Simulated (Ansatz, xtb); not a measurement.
# Ranking isomers of CH3FGaO

3 gas-phase structures of CH3FGaO, found in a search over its isomers (lower ones may exist). Each was relaxed with GFN2-xTB; where two conformers were screened, the lower at r2SCAN-D4/def2-SVP is listed:

A. a doublet given by its coordinates
B. `C[O][Ga][F]`, a doublet
C. `[CH2][O][GaH][F]`, a doublet

A (Å):

```xyz
7

C     1.6303   -0.1993   -2.4652
F     3.0517   -2.5402   -1.3743
Ga    2.3891   -2.4127   -3.0905
O     0.9120   -0.6862   -1.4015
H     1.5355   -0.9985   -0.7288
H     0.9694    0.2294   -3.2094
H     2.4957    0.4076   -2.2117
```

Close contacts (Å): C1–Ga3 2.42, C1–O4 1.37, F2–Ga3 1.84, C1–H6 1.08, C1–H7 1.09, O4–H5 0.97.

Q: Which do you expect lowest at r2SCAN-D4/def2-SVP, and how would the others follow?

A: Calculated order at r2SCAN-D4/def2-SVP: B (0.0), A (54.1), C (134.2) kJ/mol.

Energies above the lowest of each column, in kJ/mol:

```tsv
structure	GFN2-xTB	HF/STO-3G	r2SCAN-D4/def2-SVP
B	0.0	0.0	0.0
A	77.3	112.4	54.1
C	134.2	270.8	134.2
```

Every level run on B puts it lowest or level with the lowest. Some further structures that were screened fall inside this span and aren't listed. Flexible structures stand in one conformer each, not always the lowest. Frequencies (B3LYP/6-31G*) were run for B alone. Open shells are spin-unrestricted, some with notable spin contamination.

Programs: Ansatz 0.2.0, xtb 6.7.1 (Pople sets with spherical d functions).
